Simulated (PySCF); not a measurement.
Species: CH$_{9}$BSi$_{2}$, SMILES `[SiH3]B([SiH3])C` (charge 0, multiplicity 1).

Q: Estimate the HOMO–LUMO gap, LUMO and dipole moment that ωB97X-D3(BJ)/def2-TZVP // B3LYP-D3(BJ)/def2-TZVP (PySCF) returns for this input.

A: 
```json
{
 "HOMO–LUMO gap": "9.68 eV",
 "LUMO": "-0.12 eV",
 "dipole_moment": "1.30 D"
}
```
